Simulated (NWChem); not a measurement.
# C3H10O4Si; SMILES CC(C)O[Si](O)(O)O

```xyz
18

C     -0.9602     1.9777    -1.0542
C     -0.2147     1.6544     0.2399
C      0.6880     2.7929     0.7027
O      0.6215     0.4971     0.0356
Si     0.1395    -1.0614     0.2155
O     -0.6642    -1.1549     1.6547
O      1.5145    -1.9703     0.0973
O     -0.9023    -1.6538    -0.9243
H     -1.6160     2.8456    -0.9173
H     -0.2476     2.2053    -1.8555
H     -1.5727     1.1270    -1.3699
H     -0.9395     1.4251     1.0319
H      1.4391     3.0183    -0.0630
H      1.2084     2.5196     1.6262
H      0.1008     3.6990     0.8901
H     -1.2549    -1.9173     1.7321
H      2.3072    -1.5264     0.4305
H     -0.4675    -1.9761    -1.7265
```
Atoms are numbered in this order, from 1.

Results from NWChem. Pople sets run with spherical d functions. All runs use the structure optimised with B3LYP/6-31G* (spherical d). Not confirmed as a minimum by frequencies. Atomic charges in e: unrestrained fits to the electrostatic potential beside Mulliken populations; buried atoms are poorly determined by the fit.

For level Hartree-Fock/6-31G*:

| Item | Result |
|---|---|
| Mulliken C1 | -0.51 |
| ESP C2 | 0.83 |
| Mulliken C3 | -0.49 |
| ESP O4 | -0.81 |
| Mulliken O4 | -0.81 |
| ESP Si5 | 1.57 |
| Mulliken Si5 | 1.64 |

Task: What are these values for level B3LYP/def2-SVP?

Result: 
| Property | Value |
|---|---|
| Mulliken C1 | 0.03 |
| ESP C2 | 0.72 |
| Mulliken C3 | 0.04 |
| ESP O4 | -0.71 |
| Mulliken O4 | -0.50 |
| ESP Si5 | 1.34 |
| Mulliken Si5 | 0.85 |
